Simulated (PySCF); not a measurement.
SMILES [SiH3]c1ccc([Si](Cl)(Cl)Cl)cc1, GFN2-xTB optimised geometry. Atoms within 1.6 Å of the plane z = 0.8 Å (x, y, z in Å): Si1 (-0.47, -0.32, 0.00), H12 (-0.98, -1.05, 1.17), H13 (-0.99, 1.05, 0.00), H14 (0.99, -0.32, 0.00).

Calculation: B3LYP/def2-SVP in PySCF.

Map of the electron localisation function on the plane z = 0.8 Å:

```
|                               |
|                               |
|                               |
|                               |
|         ....                  |
|       .-+**+=:                |
|      .=#%@@%#=.               |
|     .=#@@@@@%*-.              |
|     :*%@@@@@@#-.              |
|     -*%@@@@@@#-.              |
|     :+%@@@@@@#-.              |
|     .=#%@@@@@*-....:::.       |
|     .:=#%@@%#+:..:=+*+=:      |
|      .:=+*#*+-::-*#%%%#=.     |
|       .:-===:::-*%@@@@@#-     |
|      ..:===:..:=#@@@@@@%=     |
|      .-+##*-..:+%@@@@@@%+.    |
|     .-*%@@@#=--+#@@@@@@%+.    |
|     :+%@@@@@%*==*%@@@@@%=     |
|     :*@@@@@@@%+-=*%@@@%*:     |
|     :*@@@@@@@@*-:=+###*=.     |
|     :*@@@@@@@%+:..:-==-.      |
|     .=#@@@@@@%=........       |
|      :+%@@@@%*:.              |
|      .:+*#%#+-.               |
|        .--=-:.                |
|          ...                  |
|                               |
|                               |
|                               |
|                               |
```
Scale: ten equal steps from 0.000 (start of ' ') to 0.999 (end of '@'), in the order ' .:-=+*#%@'; x runs from -3.50 to 3.50, y from -3.50 (bottom) to 3.50 (top).
